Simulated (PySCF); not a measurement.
C6H10NSi (doublet state).
Cartesian coordinates in Å at the GFN2-xTB level; atoms count from 1:
```xyz
18
C6H10NSi angstrom
C     -2.7939    0.8069    0.5629
C     -2.3839   -0.5977    0.3897
C     -0.9744   -0.4875   -0.1219
N     -0.6653   -0.6129   -1.3645
C      0.7421   -0.3634   -1.4847
C      1.2424   -0.0560   -0.0996
Si     3.0169    0.3581    0.3194
C      0.1654   -0.1354    0.7058
H     -2.5577    1.3335    1.4683
H     -3.0852    1.3810   -0.2953
H     -2.3977   -1.1482    1.3319
H     -2.9894   -1.1072   -0.3599
H      0.9087    0.4666   -2.1766
H      1.2316   -1.2408   -1.9148
H      3.1278    0.5662    1.7628
H      3.4010    1.5753   -0.4016
H      3.8759   -0.7521   -0.1017
H      0.1269    0.0198    1.7681
```

The hyperfine couplings belong to this conformer and change with its torsions.

Identity: `C1([SiH3])=CC(C[CH2])=NC1` [radical].

Computed, not measured: PySCF, UKS B3LYP, pcH-1 on C H N Si, non-relativistic, mean-field spin-orbit, GIAO. One conformer (not necessarily the lowest) at the GFN2-xTB geometry, without solvent, vibrations or thermal averaging. A GFN2-xTB geometry isn't a minimum of the functional, and hyperfine couplings can be far from their values at a DFT geometry. No stability test was run, so a lower SCF solution isn't excluded.

**Question.** Where do the isotropic ENDOR lines of C1, C3, C2, C5, C8, N4, H9/H10, H11/H12 and H13/H14 fall at 337.5 mT, to first order?

**Answer.** For S = 1/2 in fast tumbling each set of equivalent nuclei gives two lines, ν± = |νn ± a/2| to first order, with νn = g_N μN B/h and μN/h = 7.62259 MHz/T.

| nuclei | isotope | g_N | νn (MHz) | a_iso (MHz) | lower line (MHz) | upper line (MHz) |
| --- | --- | --- | --- | --- | --- | --- |
| C1 | 13C | 1.4048 | 3.61 | 99.59 | 46.18 | 53.41 |
| C3 | 13C | 1.4048 | 3.61 | 87.08 | 39.92 | 47.15 |
| C2 | 13C | 1.4048 | 3.61 | -27.02 | 9.90 | 17.12 |
| C5 | 13C | 1.4048 | 3.61 | 2.05 | 2.59 | 4.64 |
| C8 | 13C | 1.4048 | 3.61 | -0.83 | 3.20 | 4.03 |
| N4 | 14N | 0.4038 | 1.04 | 3.39 | 0.66 | 2.74 |
| H9/H10 | 1H | 5.5857 | 14.37 | -59.93 | 15.59 | 44.33 |
| H11/H12 | 1H | 5.5857 | 14.37 | 33.30 | 2.28 | 31.02 |
| H13/H14 | 1H | 5.5857 | 14.37 | 12.70 | 8.02 | 20.72 |

The rows for 13C, of low natural abundance, apply to labelled samples.

**Question.** Which pairs are centred on the nuclear Larmor frequency, and which on half the coupling?

**Answer.** Centred on νn, since |a| < 2νn: C5, C8 and H13/H14. Centred on |a|/2 and split by 2νn: C1, C3, C2, N4, H9/H10 and H11/H12.

**Question.** At what field would the lower line of H11/H12 fall to zero frequency?

**Answer.** Where νn = |a|/2, that is B = 16.65 MHz/(5.5857 × 7.62259 MHz/T) = 391 mT, as far as first order holds there.

Class means assume fast exchange of nuclei equivalent by connectivity; if that motion is slow, each nucleus keeps its own coupling. The 1H value of +33.3 MHz is a mean of couplings from 28.7 to 37.9 MHz in this one geometry, not an average over conformers. The 1H value of +12.7 MHz is a mean of couplings from 9.0 to 16.4 MHz in this one geometry, not an average over conformers.

The run took 1.9 min wall (with the writing of density and orbital grids) on an Arm Neoverse V1 with one thread, shared host, and the process peaked at 1.2 GiB of memory.
